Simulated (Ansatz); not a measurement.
Total energies of `CCC(C)(C)CC(C)(C)C` from Ansatz at PBE0-D4/def2-TZVP, gas phase (1 Eh = 27.2114 eV = 2625.5 kJ/mol). The reference geometry is relaxed at PBE-D4/def2-SVP.

```json
{"state": "charge 0 singlet", "geometry": "reference", "energy (Eh)": "-393.98602"}
{"state": "charge 1 doublet", "geometry": "reference", "energy (Eh)": "-393.62485"}
{"state": "charge 1 doublet", "geometry": "relaxed at PBE-D4/def2-SVP", "energy (Eh)": "-393.64474"}
{"state": "charge -1 doublet", "geometry": "reference", "energy (Eh)": "-393.91574"}
{"state": "free C atom (triplet)", "geometry": "–", "energy (Eh)": "-37.80537"}
{"state": "free H atom (doublet)", "geometry": "–", "energy (Eh)": "-0.50104"}
```

Question: Work out the vertical ionisation energy to the doublet.

Answer: E(charge 1 doublet) − E(charge 0 singlet) = -393.62485 − (-393.98602) = 0.36117 Eh = 9.83 eV. For comparison, −ε of the highest occupied level is 8.22 eV at this level, 1.61 eV less.

Question: Work out the vertical electron affinity, to the doublet.

Answer: E(charge 0 singlet) − E(charge -1 doublet) = -393.98602 − (-393.91574) = -0.07028 Eh = -1.91 eV; negative, so the extra electron isn't bound. The basis lacks diffuse functions, which makes affinities too small.

Question: Give the fundamental gap IE − EA, the Mulliken electronegativity (IE + EA)/2 and the hardness (IE − EA)/2.

Answer: From the values in Eh: IE − EA = 0.36117 − (-0.07028) = 0.43145 Eh = 11.74 eV; (IE + EA)/2 = 3.96 eV; (IE − EA)/2 = 5.87 eV. The HOMO–LUMO gap of the same run is 9.05 eV, 2.69 eV smaller than the fundamental gap.

Question: How much does the charge 1 doublet relax, and what is the adiabatic ionisation energy?

Answer: Relaxation: -393.62485 − (-393.64474) = 0.01989 Eh = 0.54 eV. Adiabatic ionisation energy: 0.34128 Eh = 9.29 eV, without zero-point energy. 

Question: What is the binding energy per atom against free atoms?

Answer: Atoms: 10 × (-37.80537) + 22 × (-0.50104) = -389.07658 Eh. Binding: -389.07658 − (-393.98602) = 4.90944 Eh = 133.59 eV, or 4.17 eV for each of 32 atoms (no zero-point energy, no counterpoise term).

At PBE0-D4/def2-TZVP the highest occupied level of the charge -1 doublet lies above zero (up to 3.11 eV). By energy differences it is unbound by 1.91 eV (vertical, against the charge 0 singlet, at PBE0-D4/def2-TZVP) and held by the finite basis.
